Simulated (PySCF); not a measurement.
BiN: energy against distance

Set-up: PySCF, scalar-relativistic core potentials, basis sets Bi cc-pVTZ-PP with ECP60, N cc-pVTZ. Energies in eV from Bi + N in their ground configurations at the same level. State: Ms = 1 determinant of mixed spin (⟨S²⟩ near 2.4), unpaired electrons π ↑↑, a mixture of terms (⟨Lz²⟩ = 2.0), a second solution, started from another occupation.

All columns are PBE0. A positive dipole means Bi(−)N(+).

| R (Å) | E (eV) | μ (D) | Mulliken charge on Bi (basis-dependent) | HOMO (eV) | LUMO (eV) | Mayer bond order | ⟨S²⟩ |
| --- | --- | --- | --- | --- | --- | --- | --- |
| 1.631 | 2.818 | -1.81 | 0.30 | -4.85 | -5.08 | 2.11 | 2.01 |
| 1.707 | 1.218 | -2.11 | 0.31 | -5.01 | -4.81 | 2.08 | 2.01 |
| 1.783 | 0.157 | -2.37 | 0.32 | -5.17 | -4.58 | 2.04 | 2.02 |
| 1.840 | -0.372 | -2.53 | 0.34 | -5.28 | -4.43 | 2.01 | 2.03 |
| 1.897 | -0.728 | -2.65 | 0.34 | -5.39 | -4.30 | 1.97 | 2.05 |
| 1.954 | -0.952 | -2.70 | 0.35 | -5.49 | -4.19 | 1.88 | 2.13 |
| 2.030 | -1.110 | -2.67 | 0.34 | -5.59 | -4.07 | 1.71 | 2.29 |
| 2.125 | -1.156 | -2.62 | 0.34 | -5.71 | -3.95 | 1.51 | 2.48 |
| 2.239 | -1.075 | -2.59 | 0.32 | -5.82 | -3.82 | 1.31 | 2.66 |
| 2.390 | -0.839 | -2.58 | 0.30 | -5.93 | -3.70 | 1.13 | 2.83 |

A fit through these points gives, at Re = 2.110 Å, μ = -2.63 D and dμ/dR = 0.685 D/Å; the reduced mass is 13.12 u.

Task: How strong is the fundamental in the double-harmonic approximation, I = 42.26·(dμ/dR)²/μred km/mol?

Result: I = 42.26·(0.685)²/13.12 = 1.51 km/mol at PBE0.

⟨S²⟩ of the unrestricted solution departs from its pure value on part of the curve, where spin states mix. Spin–orbit coupling is left out, which matters for elements this heavy, above all for dissociation energies.

At some distances an empty level lies below a filled one, because the occupation is held.
